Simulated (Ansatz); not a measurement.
BClH6Si2 (`B[SiH2][SiH2]Cl`), relaxed with RKS PBE-D4/def2-SVP in Ansatz 0.2.0 from a rough embedded geometry. The force threshold is 0.03 eV/Å; the program also tests the step.

Charge 0, multiplicity 1.

Start:

```xyz
10

B     1.225   -1.204    0.669
Si    0.790    0.508    0.026
Si   -1.319    0.467   -0.664
Cl   -2.562    0.016    0.835
H     1.808   -1.278    1.764
H     0.554   -2.149    0.450
H     1.692    0.868   -1.116
H     0.955    1.527    1.067
H    -1.682    1.777   -1.242
H    -1.462   -0.532   -1.788
```

(1) By how much does the energy fall, and how many steps does the optimiser take? (Estimate.)

(2) Which bonds change most? (An estimate is asked.)

(3) Give the relaxed structure. (Estimate.)

## Answers

(1) Ansatz gave: 75.61 kJ/mol, in 27 steps, 1 of them rejected.

(2) Ansatz gave: B1–Cl4 from 3.982 to 2.243 Å; Si3–Cl4 from 1.999 to 2.196 Å; B1–Si2 from 1.879 to 2.043 Å; Si2–Si3 from 2.220 to 2.341 Å.

(3) The calculation gave: 
```xyz
10

B     0.636   -1.074    0.967
Si    1.053    0.582   -0.156
Si   -1.202    0.591   -0.787
Cl   -1.591   -0.945    0.734
H     0.729   -1.002    2.177
H     0.838   -2.149    0.435
H     1.954    0.453   -1.357
H     1.370    1.879    0.542
H    -2.164    1.703   -0.468
H    -1.623   -0.040   -2.086
```
